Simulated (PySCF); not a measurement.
C6H10AuO2, charge +1, singlet, at a GFN2-xTB geometry (such geometries of metal compounds can be far from the true shape) (the multiplicity is a formal guess) (core potentials on Au). Base run: DF-HF/def2-SV(P) run with PySCF.

Here is a job for PySCF.
```python
from pyscf import gto, scf

mol = gto.Mole()
mol.atom = '''
    Au    0.54732637    0.67334319    0.27763479
    C     1.47114103    2.15482715   -0.72701074
    H     2.08613064    2.66473907    0.01015622
    H     0.74449983    2.83709640   -1.15007766
    H     2.08857464    1.75673059   -1.52201096
    C    -1.43594018   -1.27117979   -2.85121481
    C    -1.00049977   -1.01537765   -1.42878763
    C    -1.43251235   -1.83163365   -0.42486893
    C    -1.10504892   -1.71326233    0.95562966
    C    -1.69577160   -2.72563219    1.87636374
    O    -0.36324081   -0.82406881    1.43051879
    O    -0.22498191    0.02037069   -1.39228625
    H    -2.52170344   -1.22909101   -2.90893899
    H    -1.00792985   -0.52248796   -3.51211192
    H    -1.10014784   -2.25990141   -3.15769197
    H    -2.08448852   -2.64813803   -0.69115894
    H    -1.37474772   -2.53634879    2.89704921
    H    -2.78272962   -2.68773532    1.82072319
    H    -1.38866859   -3.72583918    1.57438569
'''
mol.basis = 'def2-sv(p)'
mol.ecp = {'Au': 'def2-sv(p)'}
mol.charge = 1
mol.verbose = 5
mol.build()

mf = scf.RHF(mol)
mf = mf.density_fit(auxbasis='def2-universal-jkfit')
mf.kernel()
mf.analyze()
```

The base run was repeated with changes; each row names its change, and settings that it needs were set with it.

| change | E (Eh) | HOMO (eV) | HOMO-LUMO gap (eV) | core-seconds (rough) | outcome |
|---|---|---|---|---|---|
| base | -516.88055 | -13.88 | 7.97 | 7 | converged |
| functional = m06 | -519.96330 | -11.75 | 2.42 | 70 | converged |
| functional = bhandhlyp | -519.81785 | -12.57 | 4.13 | 30 | converged |
| functional = b3lyp; dispersion = d4 | -520.28261 | -11.48 | 2.01 | 50 | converged |
| functional = hse06 | -519.78784 | -11.32 | 1.67 | 90 | converged |
| functional = wb97m_v | - | - | - | - | cut at the time limit |
| functional = pw6b95 | ? | ? | ? | 50 | converged |
| functional = x3lyp | -520.02108 | -11.51 | 2.13 | 50 | converged |
| functional = wb97x_v | - | - | - | - | cut at the time limit |
| functional = scan | ? | ? | ? | 90 | converged |

Task: What belongs in the gaps?

Result: 
- functional = pw6b95, E (Eh): -520.72053
- functional = pw6b95, HOMO (eV): -11.79
- functional = pw6b95, HOMO-LUMO gap (eV): 2.57
- functional = scan, E (Eh): -520.09784
- functional = scan, HOMO (eV): -10.93
- functional = scan, HOMO-LUMO gap (eV): 0.98

Totals shift with the method and basis; they matter in differences.
